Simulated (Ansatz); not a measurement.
C6H16F2HfN2, SMILES `CC[N](C)[Hf]([F])([F])[N](C)CC`. Total charge 0; spin multiplicity 1. Correlated methods include outer-core shells of Hf, which these sets cover unevenly. Hf takes the def2 core potential.

Z-matrix (Å, degrees):
```
Hf
C 1 3.236
C 1 3.038 2 73.5
F 1 1.928 2 155.5 3 -33.7
N 1 2.023 2 91.6 3 109.7
N 1 2.029 2 49.4 3 -0.4
C 1 2.912 2 109.5 3 130.9
F 1 1.933 2 75.4 3 -142.2
C 1 3.114 2 27.5 3 -1.0
C 1 3.180 2 78.2 3 95.5
H 2 1.091 3 131.6 1 178.4
H 2 1.096 1 70.6 3 -120.4
H 2 1.094 1 72.2 3 122.0
H 3 1.099 1 124.7 2 -78.7
H 3 1.099 1 124.3 2 77.5
H 3 1.094 1 76.2 2 179.5
C 7 1.521 1 123.1 2 -141.6
H 7 1.103 1 69.5 2 119.5
H 7 1.101 1 126.1 2 25.6
H 9 1.102 1 123.4 2 107.2
H 9 1.101 1 123.1 2 -107.3
H 10 1.092 1 82.3 2 -44.5
H 10 1.098 1 122.3 2 -150.0
H 10 1.100 1 123.9 2 61.9
H 17 1.092 7 111.5 1 107.5
H 17 1.093 7 110.5 1 -12.9
H 17 1.093 7 110.5 1 -132.9
```

Q: Give the diagnostics of a CCSD(T)/def2-TZVPP run (frozen core, the Gaussian-basis code of Ansatz). (Estimate.)

A: Ansatz gave: T1 = 0.0139, largest single amplitude 0.024, largest double 0.010, (T) share of the correlation energy 3.8 %, 10 CCSD cycles. The RHF solution is stable towards an unrestricted one. T1 lies under the customary mark of 0.02 for closed shells.
